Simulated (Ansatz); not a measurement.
All values below come from frozen-core CCSD(T)/cc-pVTZ // B3LYP-D3(BJ)/def2-TZVP (Ansatz, an electronic-structure program). The restricted HF reference is unstable towards unrestricted orbitals.

Ansatz 0.2 input:
```yaml
crystal:
  periodic: [false, false, false]
  atoms:
    - { symbol: O, position_ang: [1.947662, -0.042983, -0.826922] }
    - { symbol: C, position_ang: [1.217761, 0.306258, 0.351078] }
    - { symbol: Si, position_ang: [-0.336158, -0.766403, 0.480874] }
    - { symbol: Si, position_ang: [-2.284968, 0.052453, 0.049483] }
    - { symbol: H, position_ang: [2.788985, 0.427972, -0.820811] }
    - { symbol: H, position_ang: [0.910604, 1.359356, 0.346124] }
    - { symbol: H, position_ang: [1.82224, 0.149768, 1.254311] }
    - { symbol: H, position_ang: [-0.067811, -2.20458, 0.267717] }
    - { symbol: H, position_ang: [-2.511529, 1.49002, 0.317429] }
    - { symbol: H, position_ang: [-3.486782, -0.77186, 0.299498] }
basis:
  gaussian: { orbitals: cc-pVTZ }
correlation:
  method: ccsd_t
```

Output:

```
Functional definition: HF
1221 factors; integrals over basis functions are off by at most 1.2e-3 eV
mean field evaluation 1: about -18883.5135 eV, gradient 3.2e1 eV
mean field evaluation 2: about -18883.7854 eV, gradient 3.2e1 eV
mean field evaluation 4: about -18886.5173 eV, gradient 3.8e0 eV
mean field evaluation 8: about -18886.5794 eV, gradient 2.3e-1 eV
mean field evaluation 16: about -18883.5133 eV, gradient 3.2e1 eV
mean field -18886.57973049 eV, -694.0690033118 hartree, gradient 8.3e-6 eV, S^2 0.000000; 0 other end points of the search recorded, 0 dependent functions left out; unrestricted orbitals would lower it
12 core orbitals not correlated
reference -18886.57973049 eV, -694.0690033118 hartree; 12, 12 occupied and 188, 188 virtual orbitals, 1221 factors
second order -17.81558948 eV of doubles, -0.00000000 eV of singles
cycle   1  -18.49246470 eV  change   -6.8e-1 eV  update   1.0e-1
cycle   2  -19.04205586 eV  change   -5.5e-1 eV  update   3.5e-2
cycle   3  -19.13452374 eV  change   -9.2e-2 eV  update   1.7e-2
cycle   4  -19.12293617 eV  change    1.2e-2 eV  update   5.5e-3
cycle   5  -19.12216768 eV  change    7.7e-4 eV  update   2.4e-3
cycle   6  -19.12236287 eV  change   -2.0e-4 eV  update   8.2e-4
cycle   7  -19.12196236 eV  change    4.0e-4 eV  update   3.3e-4
cycle   8  -19.12197488 eV  change   -1.3e-5 eV  update   1.4e-4
cycle   9  -19.12205200 eV  change   -7.7e-5 eV  update   5.7e-5
cycle  10  -19.12204071 eV  change    1.1e-5 eV  update   2.2e-5
perturbative correction -0.81895582 eV, -0.0300960712 hartree
Total energy: -18906.52072701 eV, -694.8018214177 hartree
```

Cost: roughly 2.2 core-minutes.
